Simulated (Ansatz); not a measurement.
One change: `CC[SiH](O)P` becomes `CC[SiH](O)[SiH3]`.

Ansatz, PBE0-D4/def2-TZVP geometries, multiplicity 1. Each molecule was computed in one conformer, which needn't be the lowest.

```csv
property,`CC[SiH](O)P`
HOMO energy (PBE/def2-TZVPP) / eV,-6.11
size of the dipole moment (ωB97M-V/def2-TZVPP) / D,2.00
HOMO energy (B3LYP/def2-TZVPP) / eV,-7.03
size of the dipole moment (B3LYP/def2-TZVPP) / D,2.01
LUMO energy (PBE0/def2-TZVPP) / eV,0.04
LUMO energy (B3LYP/def2-TZVPP) / eV,-0.22
```

**Question.** Give the same properties after the change, and the shifts. (Best estimate.)

**Answer.** Computed: 
```csv
property,`CC[SiH](O)[SiH3]`,shift
HOMO energy (PBE/def2-TZVPP) / eV,-6.46,-0.35
size of the dipole moment (ωB97M-V/def2-TZVPP) / D,1.81,-0.19
HOMO energy (B3LYP/def2-TZVPP) / eV,-7.47,-0.44
size of the dipole moment (B3LYP/def2-TZVPP) / D,1.82,-0.19
LUMO energy (PBE0/def2-TZVPP) / eV,-0.09,-0.13
LUMO energy (B3LYP/def2-TZVPP) / eV,-0.32,-0.10
```

With PBE0 the HOMO falls by 0.42 eV and the LUMO falls by 0.13 eV, so the gap widens by about 0.29 eV. PBE moves the HOMO by -0.35 eV and ωB97M-V by -0.41 eV. Dipoles are sizes alone; their direction can turn.

B3LYP here is the variant with VWN-RPA as its local correlation; programs differ in this.
